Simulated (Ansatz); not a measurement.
N-silylprop-2-yn-1-amine (C3H7NSi), SMILES C#CCN[SiH3].

Geometry: r2SCAN-D4/def2-SVP. The values are those of a single conformer.

Two levels are set side by side: PBE/def2-SVPD (Ansatz, an electronic-structure program) and CAM-B3LYP/def2-SVPD (Ansatz). Energy differences of separate SCF runs at the same geometry; the states with an electron removed or added have multiplicity 2 and 2. Differences are taken from unrounded values.

| quantity | CAM-B3LYP | PBE | PBE minus CAM-B3LYP |
|---|---|---|---|
| vertical ionisation energy (eV) | 9.30 | 8.84 | -0.46 |
| vertical singlet–triplet gap (eV) | 5.48 | 5.12 | -0.37 |
